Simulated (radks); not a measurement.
Question: Ionisation of the caesium ion Cs35+, [Ar] 3d2, to [Ar] 3d1 as the strength of local exchange is varied. All-electron calculation, Dirac Kohn-Sham, Slater X-alpha exchange (alpha = 2/3 is LDA exchange), no correlation, spin-unpolarised, spherical densities, point nucleus; open shells are shared between the two j in proportion to 2j + 1. Program: a radial shooting solver on a logarithmic mesh with Libxc functionals.

| alpha | E(Cs35+) (hartree) | exchange (hartree) | IE (eV) | -e of the level emptied (eV) | <r> of it (bohr) |
|---|---|---|---|---|---|
| 0.632 | -6851.5578 | -115.8784 | 2307.1 | 2251.9 (3d5/2) | 0.2428 |
| 0.667 | -6857.9772 | -122.3761 | 2312.5 | 2257.3 (3d5/2) | 0.2426 |
| 0.779 | -6878.5477 | -143.2253 | 2329.7 | 2274.5 (3d5/2) | 0.2417 |
| 0.83 | -6887.9289 | -152.7478 | 2337.6 | 2282.3 (3d5/2) | 0.2413 |
| 0.834 | -6888.6651 | -153.4954 | 2338.3 | 2282.9 (3d5/2) | 0.2413 |
| 0.907 | -6902.1097 | -167.1588 | 2349.6 | 2294.2 (3d5/2) | 0.2407 |
| 0.972 | -6914.0964 | -179.3558 | 2359.7 | 2304.3 (3d5/2) | 0.2403 |
| x | -6889.2173 | -154.0562 | 2338.7 | 2283.4 (3d5/2) | 0.2413 |

Which alpha was used in the last row?

Answer: alpha = 0.837. NIST Atomic Spectra Database: 2329 +/- 5 eV (theoretical). The Delta-SCF value meets it near alpha = 0.77. Spin polarisation and multiplet splitting are left out, so open shells lie too high by an amount that depends on their filling. Sharing an open shell by 2j + 1 raises it above the true ground level by a part of the spin-orbit splitting, which enters the differences from NIST.

Beside tabulated values, note that spin-unpolarised runs miss the spin-polarisation part of the exchange energy of open shells.
